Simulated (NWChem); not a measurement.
SnHOBrF2; SMILES [Sn]([F])([OH])([Br])[F]

```xyz
6

O      1.8478     1.2621     0.0000
Sn     0.0185     0.5832     0.0000
F     -0.9338     1.2933     1.5081
F     -0.9338     1.2933    -1.5081
Br    -0.0218    -1.8505     0.0000
H      1.8658     2.2292     0.0000
```
Atoms are numbered in this order, from 1.

Structure relaxed at the PBE0/def2-SVP level. No frequency run checked for a minimum. B3LYP is NWChem's, with the RPA form of VWN correlation. def2 effective core potentials on Sn; no spin-orbit coupling.

Symmetry labels are those of Cs in the frame above (b1 and b2, or b-type labels, depend on it).

Question: List the 4 lowest vertical singlet excitations from B3LYP/def2-SVPD with def2 effective core potentials on Sn, TDA (NWChem).

Answer: 
| state | energy (eV) | oscillator strength | symmetry | leading excitation (squared amplitude) |
|---|---|---|---|---|
| S1 | 4.60 | 0.004 | a" | HOMO → LUMO (0.98) |
| S2 | 4.64 | 0.010 | a' | HOMO−1 → LUMO (0.99) |
| S3 | 5.09 | 0.019 | a" | HOMO−2 → LUMO (0.97) |
| S4 | 6.22 | 0.133 | a' | HOMO−3 → LUMO (0.88) |
